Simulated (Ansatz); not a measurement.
A CCSD(T) single point on CH8GeO2Si, SMILES `CO[SiH2][O][GeH3]`.

```yaml
crystal:
  periodic: [false, false, false]
  atoms:
    - {symbol: C, position_ang: [2.163976, -0.215887, 0.748659]}
    - {symbol: O, position_ang: [0.781819, 0.011608, 0.616357]}
    - {symbol: Si, position_ang: [0.121056, 1.070027, -0.451054]}
    - {symbol: O, position_ang: [-1.470213, 0.771813, -0.504637]}
    - {symbol: Ge, position_ang: [-2.387074, -0.740284, -0.285840]}
    - {symbol: H, position_ang: [2.663062, 0.630514, 1.233453]}
    - {symbol: H, position_ang: [2.308997, -1.102012, 1.369121]}
    - {symbol: H, position_ang: [2.640437, -0.391210, -0.223327]}
    - {symbol: H, position_ang: [0.322157, 2.474614, -0.012675]}
    - {symbol: H, position_ang: [0.767534, 0.858395, -1.777687]}
    - {symbol: H, position_ang: [-3.773339, -0.452507, -0.874841]}
    - {symbol: H, position_ang: [-1.674943, -1.866496, -1.052718]}
    - {symbol: H, position_ang: [-2.463470, -1.048575, 1.215189]}
basis:
  gaussian: {orbitals: def2-TZVPP}
correlation: {method: ccsd_t}
```

```sh
$ ansatz run in.yaml --threads 2 --pin off --events-out ev --progress --plain --max-ram 22528MiB --backend cuda --devices 0, --max-vram 18GiB
```

Log, shortened:

```
Functional definition: HF
1759 factors; integrals over basis functions are off by at most 1.1e-3 eV
mean field evaluation 1: about -69567.8068 eV, gradient 4.8e1 eV
mean field evaluation 2: about -69568.1250 eV, gradient 4.8e1 eV
mean field evaluation 4: about -69572.7567 eV, gradient 4.3e0 eV
mean field evaluation 8: about -69572.8261 eV, gradient 3.1e-1 eV
mean field -69572.82630987 eV, -2556.7542087322 hartree, gradient 3.0e-6 eV, S^2 0.000000; 0 other end points of the search recorded, 0 dependent functions left out
17 core orbitals not correlated: weight in the atoms' cores, before any rotation towards them, 1.000 or more for the frozen orbitals, at most 0.000 for the correlated occupied ones
reference -69572.82630987 eV, -2556.7542087322 hartree; 21, 21 occupied and 257, 257 virtual orbitals, 1759 factors
second order -28.00314736 eV of doubles, -0.00000000 eV of singles
cycle   1  -28.17974342 eV  change   -1.8e-1 eV  update   1.2e-1
cycle   2  -28.97890092 eV  change   -8.0e-1 eV  update   3.5e-2
cycle   3  -29.13769829 eV  change   -1.6e-1 eV  update   1.7e-2
cycle   4  -29.11905984 eV  change    1.9e-2 eV  update   3.6e-3
cycle   5  -29.11825307 eV  change    8.1e-4 eV  update   1.6e-3
cycle   6  -29.11895466 eV  change   -7.0e-4 eV  update   4.3e-4
cycle   7  -29.11870027 eV  change    2.5e-4 eV  update   1.8e-4
cycle   8  -29.11865649 eV  change    4.4e-5 eV  update   5.7e-5
cycle   9  -29.11868065 eV  change   -2.4e-5 eV  update   2.2e-5
perturbative correction -1.01830437 eV, -0.0374219953 hartree
Total energy: -69602.96329489 eV, -2557.8617225042 hartree
```

Run time 8.5 s (2 threads of an AMD EPYC 7R13 on a shared host and a share of an NVIDIA H100 80 GB); peak host memory 0.88 GiB.

MP2 recovers 92.9 % of the CCSD(T) correlation energy and the triples give 3.4 %; T1 = 0.0116.
